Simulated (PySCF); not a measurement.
How the method moves the HOMO and LUMO of `C=C=C[SiH](Cl)Cl`

C3H4Cl2Si.
Numbering: `[CH2:1]=[C:2]=[CH:3][SiH:4]([Cl:5])[Cl:6]` (hydrogens: H7, H8 on C1; H9 on C3; H10 on Si4)

Geometry (PBE0-D3(BJ)/def2-SVP, Å), atoms numbered from 1 in this order:
```
atom  x, y, z in Å
C1     1.5966    0.4565   -0.0521
C2     0.4264   -0.0887    0.1436
C3    -0.7677   -0.6016    0.3165
Si4   -2.2874    0.1869   -0.3891
Cl5   -3.3295   -1.2243   -1.4739
Cl6   -1.7512    1.7446   -1.6179
H7     1.9971    1.1955    0.6487
H8     2.2039    0.1880   -0.9220
H9    -0.8779   -1.5313    0.8918
H10   -3.2125    0.7062    0.6476
```

Basis pcSseg-2 throughout (PySCF), one geometry. Isolated species at its PBE0-D3(BJ)/def2-SVP geometry (one conformer only).

**Question.** How do the orbital energies, the gap and the dipole change with the method?

**Answer.** 
```json
{"method": "BLYP", "kind": "GGA", "HOMO (eV)": "-6.62", "LUMO (eV)": "-1.72", "gap (eV)": "4.91", "μ (D)": "2.06", "SCF cycles": "15"}
{"method": "B97-D", "kind": "GGA", "HOMO (eV)": "-6.73", "LUMO (eV)": "-1.77", "gap (eV)": "4.96", "μ (D)": "2.11", "SCF cycles": "14"}
{"method": "OPBE", "kind": "GGA", "HOMO (eV)": "-6.76", "LUMO (eV)": "-1.80", "gap (eV)": "4.95", "μ (D)": "2.10", "SCF cycles": "16"}
{"method": "PBE", "kind": "GGA", "HOMO (eV)": "-6.78", "LUMO (eV)": "-1.88", "gap (eV)": "4.91", "μ (D)": "2.08", "SCF cycles": "15"}
{"method": "KT3", "kind": "GGA", "HOMO (eV)": "-6.81", "LUMO (eV)": "-1.85", "gap (eV)": "4.95", "μ (D)": "2.08", "SCF cycles": "16"}
{"method": "KT2", "kind": "GGA", "HOMO (eV)": "-6.81", "LUMO (eV)": "-1.89", "gap (eV)": "4.92", "μ (D)": "2.10", "SCF cycles": "16"}
{"method": "BP86", "kind": "GGA", "HOMO (eV)": "-6.88", "LUMO (eV)": "-1.95", "gap (eV)": "4.92", "μ (D)": "2.09", "SCF cycles": "15"}
{"method": "LDA", "kind": "LDA", "HOMO (eV)": "-6.95", "LUMO (eV)": "-2.09", "gap (eV)": "4.87", "μ (D)": "2.13", "SCF cycles": "14"}
{"method": "B97-2", "kind": "global hybrid", "HOMO (eV)": "-7.69", "LUMO (eV)": "-0.98", "gap (eV)": "6.72", "μ (D)": "2.18", "SCF cycles": "14"}
{"method": "B3LYP", "kind": "global hybrid", "HOMO (eV)": "-7.72", "LUMO (eV)": "-1.14", "gap (eV)": "6.58", "μ (D)": "2.15", "SCF cycles": "13"}
{"method": "PBE0", "kind": "global hybrid", "HOMO (eV)": "-7.95", "LUMO (eV)": "-0.94", "gap (eV)": "7.01", "μ (D)": "2.18", "SCF cycles": "13"}
{"method": "mPW1PW91", "kind": "global hybrid", "HOMO (eV)": "-7.97", "LUMO (eV)": "-0.95", "gap (eV)": "7.02", "μ (D)": "2.18", "SCF cycles": "13"}
{"method": "BHandHLYP", "kind": "global hybrid", "HOMO (eV)": "-8.97", "LUMO (eV)": "0.13", "gap (eV)": "9.10", "μ (D)": "2.25", "SCF cycles": "13"}
{"method": "CAM-B3LYP", "kind": "range-separated hybrid", "HOMO (eV)": "-9.27", "LUMO (eV)": "0.19", "gap (eV)": "9.46", "μ (D)": "2.21", "SCF cycles": "13"}
{"method": "wB97X-D", "kind": "range-separated hybrid", "HOMO (eV)": "-9.78", "LUMO (eV)": "0.84", "gap (eV)": "10.62", "μ (D)": "2.20", "SCF cycles": "14"}
{"method": "HF", "kind": "Hartree–Fock", "HOMO (eV)": "-10.53", "LUMO (eV)": "2.64", "gap (eV)": "13.17", "μ (D)": "2.38", "SCF cycles": "11"}
{"method": "LC-wPBE", "kind": "range-separated hybrid", "HOMO (eV)": "-10.66", "LUMO (eV)": "1.29", "gap (eV)": "11.95", "μ (D)": "2.25", "SCF cycles": "13"}
```

The HOMO spans 4.04 eV, from BLYP down to LC-wPBE, and the gap runs from 4.87 eV (LDA) to 13.17 eV (HF). Over the methods BLYP (0 %), B97-D (0 %), OPBE (0 %), PBE (0 %), KT3 (0 %), KT2 (0 %), BP86 (0 %), LDA (0 %), B97-2 (21 %), B3LYP (20 %), PBE0 (25 %), mPW1PW91 (25 %), BHandHLYP (50 %), HF (100 %), a straight line through the gap against the share of exact exchange rises by 0.83 eV for each 10 % (correlation coefficient 1.000). The dipole ranges from 2.06 D (BLYP) to 2.38 D (HF). This basis has no diffuse functions.
